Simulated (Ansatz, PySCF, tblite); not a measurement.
Breaking a bond: GaSi (cation, charge +1), lowest singlet found (which spin is the ground state isn't settled by this scan).

Computed with: GFN2-xTB, 300 K electronic temperature (tblite); RHF/3-21G = restricted Hartree-Fock/3-21G (PySCF); FCI = full CI/aug-cc-pVDZ, cores with 3d frozen run with Ansatz (a program for electronic structure).

Energies relative to the lowest point of each curve between 2.78 and 3.73 Å, where full CI is lowest, in kJ/mol; the last columns give the difference from FCI:

| R / Å | GFN2-xTB | RHF/3-21G | FCI | GFN2-xTB − FCI | RHF/3-21G − FCI |
|---|---|---|---|---|---|
| 2.78 | 7.6 | 2.2 | 15.3 | -7.6 | -13.0 |
| 2.95 | 0.0 | 0.0 | 3.5 | -3.5 | -3.5 |
| 3.13 | 2.0 | 0.2 | 0.0 | 2.0 | 0.2 |
| 3.43 | 20.5 | 2.7 | 6.2 | 14.3 | -3.5 |
| 3.73 | 48.6 | 5.3 | 19.4 | 29.1 | -14.1 |
| 4.15 | 90.1 | 7.6 | 40.8 | 49.3 | -33.2 |
| 4.56 | 123.4 | 8.6 | 59.8 | 63.6 | -51.2 |
| 5.09 | 150.8 | 8.9 | 78.4 | 72.4 | -69.6 |
| 5.87 | — | 8.1 | 94.2 | — | -86.1 |
| 6.71 | — | 6.9 | 101.8 | — | -94.8 |
| 7.89 | — | 5.7 | 106.1 | — | -100.4 |

GFN2-xTB is furthest from FCI at 5.09 (72.4 kJ/mol, above); its mean absolute difference over the points is 30.2 kJ/mol.

RHF/3-21G is furthest from FCI at 7.89 (-100.4 kJ/mol, below); its mean absolute difference over the points is 42.7 kJ/mol.

Dashes: no converged value, or the column stops at the first point that the program doubted or that broke a chosen test of continuity, which isn't proof of a fault.

The scan ran from 1.67 to 7.89 Å; beyond the distances shown full CI changes its symmetry label. The restricted form behind RHF/3-21G keeps the bonding electrons paired and can't separate into open-shell fragments. Also computed but left out beside FCI, since their determinant holds another spin at the minimum (<S²> over 0.7 above the pure value): UHF, UMP2, UCCSD, UCCSD(T), UKS-BLYP, UKS-PBE, UKS-B3LYP/6-31G*, UMP2/3-21G, UHF/3-21G.
